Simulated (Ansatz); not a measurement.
# CH5F2NSi: structure from calculated spectroscopic constants

These gas-phase data were calculated for one isomer of CH5F2NSi at r2SCAN-D4/def2-SVP (harmonic, unscaled wavenumbers; equilibrium rotational constants with average atomic masses):

- rotational constants: 6.264, 2.902, 2.191 GHz
- all wavenumbers above 1500 cm⁻¹: 3611, 3135, 3076, 3001, 2302, 1503

Candidates:

(1) `CN[SiH](F)F`, a singlet
(2) `NC[SiH](F)F`, a singlet
(3) `C[Si](N)(F)F`, a singlet

Which candidate do the data belong to?

Candidate (1). The band at 2302 cm⁻¹ lies where the Si–H stretch is expected; (3) has no mode between 2000 and 2380 cm⁻¹. 1 mode lies between 3250 and 3800 cm⁻¹, one for each N–H bond, while (2) has 2.

The same quantities for all candidates:

|  | rotational constants (GHz) | wavenumbers above 1500 cm⁻¹ | E above the lowest, r2SCAN-D4/def2-SVP (kcal/mol) |
| --- | --- | --- | --- |
| (1) | 6.264, 2.902, 2.191 | 3611, 3135, 3076, 3001, 2302, 1503 | 21.5 |
| (2) | 5.077, 3.092, 2.567 | 3575, 3489, 3086, 3029, 2272, 1642 | 39.5 |
| (3) | 3.78, 3.625, 3.4 | 3694, 3594, 3160, 3148, 3046, 1538 | 0.0 |

Each candidate is one conformer. Programs: Ansatz 0.2.0.
